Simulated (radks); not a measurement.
Ag45+, 2 electrons, occupied as [He]. Calculated with a radial shooting solver on a logarithmic mesh with Libxc functionals: scalar-relativistic Kohn-Sham, BLYP, spin-polarised, spherical densities, finite nucleus; Fermi nuclear charge, rms radius 4.5454 fm. Some entries of the table are withheld. Estimate them.

| orbital | occ. | eigenvalue (hartree) | <r^2> (bohr^2) |
|---|---|---|---|
| 1s | 2 | (1) | 0.001289 |
| 2s | 0 | (2) | 0.01923 |
| 2p | 0 | (3) | (4) |

Answer. 
(1) 1s eigenvalue (hartree): -1097.225
(2) 2s eigenvalue (hartree): -274.7784
(3) 2p eigenvalue (hartree): -264.6748
(4) 2p <r^2> (bohr^2): 0.01460
